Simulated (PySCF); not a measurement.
[TiF6]3-: what the settings change

[TiF6]3-: Ti(III) (d1), charge -3. The structure is a PBE0-D3(BJ)/def2-SVP, IEF-PCM water geometry optimised for multiplicity 2; coordination octahedral, point group D2h, metal–donor distances 1.96–2.00 Å.

```
7

Ti    0.000    0.000    0.000
F     0.000    0.000    1.996
F     0.000    0.000   -1.996
F     1.959    0.038    0.000
F    -1.959   -0.038    0.000
F     0.038    1.959    0.000
F    -0.038   -1.959    0.000
```

Method (PySCF 2.14, density fitting): CASSCF(1,5) with orbitals averaged over all microstates of the shell, strongly contracted NEVPT2 on the averaged canonical orbitals; basis x2c-TZVPall on the metal, x2c-SVPall elsewhere; spin-free X2C; IEF-PCM water; spin-orbit coupling by state interaction with the mean-field operator over all roots.

Base run: NEVPT2 ground state 2B3g (from 2T2g), next 2B2g (from 2T2g) at 404, then 2Ag (from 2T2g) at 594 cm⁻¹, 10Dq(NEVPT2) 18079, ζ 139 cm⁻¹, g 1.388 1.441 1.804, μeff(300 K) 1.85 μB.

Problem. What happens with the basis x2c-TZVPall on all atoms?

Solution. NEVPT2 ground state 2B3g (from 2T2g), next 2B2g (from 2T2g) at 395, then 2Ag (from 2T2g) at 610 cm⁻¹, 10Dq(NEVPT2) 17500, ζ 139 cm⁻¹, g 1.377 1.447 1.802, μeff(300 K) 1.85 μB. It took 13 s against 4.7 s on a shared host of the same kind.

No frequencies were computed for the optimised geometry. NEVPT2 on the d shell alone tends to put d–d bands too high for such charged or covalently bound ions.
